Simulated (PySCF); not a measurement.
Si(F)2(Br)(Vi), SMILES C=C[Si](F)(F)Br, B3LYP/def2-SVP optimised geometry. Atoms within 1.6 Å of the plane z = 0.0 Å (x, y, z in Å): C2 (-1.56, -1.65, -1.44), Si3 (-0.84, -0.76, 0.00), F4 (-1.37, 0.76, 0.00), F5 (-1.32, -1.42, 1.40), Br6 (1.37, -0.76, 0.00).

Level of theory: B3LYP/def2-TZVP (PySCF). Cells within 0.4 Å of a nucleus heavier than hydrogen are left out (blank, or x).

Map of the Laplacian of the electron density (e/bohr⁵), clipped to [-1.50, 1.50] on the plane z = 0.0 Å:

```
|00000000000000000000000000000|
|00000000000000000000000000000|
|00000000000000000000000000000|
|00000000000000000000000000000|
|00000000000000000000000000000|
|00000000000000000000000000000|
|00000001111000000000000000000|
|00000111111110000000000000000|
|00001113553211000000000000000|
|00001148767411000000000000000|
|00001262xx0721100000000000000|
|0000127xxxx721100111110000000|
|00001263xx0621111111111100000|
|00001136424311111111111110000|
|00001112322211111101101111000|
|00000111279991000199991111000|
|0000011149xx9700099xx98111000|
|0000011179xxx90009xxxx9111000|
|0000011149xx9800099xx99111000|
|00000111199992000199991111000|
|00000111112311111102201111000|
|00000011111111111111111110000|
|00000011111111111111111100000|
|00000001111100000111111000000|
|00000000000000000000000000000|
|00000000000000000000000000000|
|00000000000000000000000000000|
|00000000000000000000000000000|
|00000000000000000000000000000|
```
Scale: ten equal steps from -0.140 (start of '0') to 1.50 (end of '9'), in the order '0123456789'; x runs from -3.50 to 3.50, y from -3.50 (bottom) to 3.50 (top).
